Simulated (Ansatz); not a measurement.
Frontier orbitals of C3H10BN (`CC(C)BN`).

Charge 0, multiplicity 1. The structure was optimised at the PBE0-D4/def2-TZVP level. It is one conformer, not always the lowest. Basis def2-TZVPP, Ansatz 0.2.0.

```
functional  HOMO (eV)  LUMO (eV)  gap (eV)
       PBE      -6.59      -0.32      6.27
    B97M-V      -6.99      -0.03      6.96
      PBE0      -7.94       0.67      8.61
     B3LYP      -7.77       0.43      8.20
   r2SCANh      -7.35       0.40      7.75
   ωB97M-V     -10.24       2.31     12.55
        HF     -11.30       3.43     14.73
```

A quarter of exact exchange (PBE0) shifts PBE's HOMO by −1.35 eV and its LUMO by +0.99 eV; full exchange at long range (ωB97M-V) shifts them by −3.65 and +2.63 eV. The gap opens from 6.27 to 12.55 eV, since occupied levels lose self-interaction and empty ones feel all the electrons. A positive LUMO is unbound and depends on the basis.

B3LYP here is the variant with VWN-RPA as its local correlation; programs differ in this.
